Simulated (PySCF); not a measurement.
A structure optimised at ωB97X-D3(BJ)/def2-SVP, used in a PySCF frequency run:

```
C
C 1 1.3385
H 2 1.0928 1 119.35
H 1 1.0950 2 114.26 3 -0.03
C 1 1.4707 4 112.75 2 179.97
C 5 1.3393 1 121.63 4 -0.37
H 6 1.0917 5 121.21 1 179.98
H 6 1.0930 7 118.69 5 -179.99
Cl 2 1.7206 3 112.26 1 -179.97
Cl 5 1.7365 6 118.97 7 0.04
```
Charge 0, spin multiplicity 1.

Question: Write its SMILES and formula.

Answer: C=C(Cl)/C=C\Cl, C4H4Cl2

Question: What are its rotational constants (standard atomic weights)?

Answer: 4.0290, 1.5675, 1.1285 GHz
